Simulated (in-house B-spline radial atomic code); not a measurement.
Results of a calculation; reference values are marked as such.
Sb ion on P atom: potential, deflection and energy transfer

The pair potential comes from two frozen, spherical free-atom densities (PBE, B-spline radial code, scalar-relativistic past argon): electrostatics plus the change in Thomas-Fermi kinetic and Dirac exchange energy where they overlap, the recipe behind the universal ZBL potential, which averages such potentials (from solid-state densities) over many pairs. It is written V = (Z1 Z2 e²/r) φ(r/a), with e² = 14.3996 eV·Å and a = 0.46850 Å/(Z1^0.23 + Z2^0.23); ZBL's fit is φ = 0.18175 e^(−3.1998x) + 0.50986 e^(−0.94229x) + 0.28022 e^(−0.4029x) + 0.02817 e^(−0.20162x). Where φ falls below 4e-4 it is continued as an exponential.

Masses 121.76 and 30.97 u.

```
x = r/a  φ, this pair     φ, ZBL
    0.1        0.8872     0.8928
   0.25        0.7643     0.7647
    0.5        0.6131     0.6096
      1        0.4213     0.4164
    1.5        0.3043     0.2995
      2        0.2272     0.2218
      3        0.1355     0.1292
      4       0.08478    0.08026
      5       0.05581    0.05224
    6.5       0.03149    0.02914
      8       0.01832    0.01705
     10      0.009624   0.008778
     12      0.005405    0.00474
   14.5      0.002659   0.002328
     17      0.001297   0.001212
     20     0.0005515  0.0005882
```

Question: At x = 3 the electrostatic, kinetic and exchange parts are 1606.57, 3184.39 and -186.51 eV. Find r, V and φ.

Answer: a = 0.46850/(2.4703 + 1.8642) = 0.10809 Å, so r = 0.32426 Å. V = 1606.57 + 3184.39 + (-186.51) = 4604.45 eV. The bare repulsion is 51 × 15 × 14.3996/0.32426 = 33972 eV, so φ = 0.1355, +4.9 % against ZBL's 0.1292. The kinetic (Pauli) term is 69 % of V here.

Question: The ion comes in at 50.26 keV with impact parameter 0.0540 Å. The scattering integral gives a centre-of-mass angle of 140.1° and a closest approach of 2.177 a. What are the reduced energy, the energy passed on and the laboratory angles?

Answer: ε = E a M2/(Z1 Z2 e² (M1 + M2)) = 50260 × 1.9897e-06 = 0.1. The most that one collision can pass on is γE with γ = 4 M1 M2/(M1 + M2)² = 0.6466. Here T = γE sin²(θ/2) = 0.6466 × 50260 × 0.8838 = 28720 eV. The ion turns by arctan(sin θ/(cos θ + M1/M2)) = 11.5°, and the struck atom leaves at (180° − θ)/2 = 19.9°. The closest approach is 0.235 Å. With ZBL the angle would be 139.86° and T = 28670 eV.
